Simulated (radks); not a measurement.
Q: Tm, 69 electrons, occupied as [Kr] 4d10 4f13 5s2 5p5 6s2 5d1 (not the ground configuration). Calculated with a radial shooting solver on a logarithmic mesh with Libxc functionals: Dirac Kohn-Sham, LDA (Slater exchange, Perdew-Wang correlation), spin-unpolarised, spherical densities, point nucleus; open shells fill j = l - 1/2 first.

Spin-orbit splittings of the eigenvalues, e(l+1/2) - e(l-1/2), with zeta = 2 splitting/(2l+1) and mean radii in bohr:

shell  occ.  splitting (eV)  zeta (eV)  <r> j=l-1/2  <r> j=l+1/2
2p        6               ?          ?      0.07010      0.07748
3p        6           206.7      137.8       0.2104       0.2243
3d       10           45.22      18.09       0.1974       0.2017
4p        6           46.83      31.22       0.5064       0.5387
4d       10           8.514      3.406       0.5656       0.5771
4f       13           1.209     0.3453       0.7838       0.8036
5p        5           5.936      3.957        1.378        1.491
5d        1          0.2913     0.1165        2.831        2.976

Estimate the 2p splitting.

A: 979.2 eV (zeta = 652.8 eV).
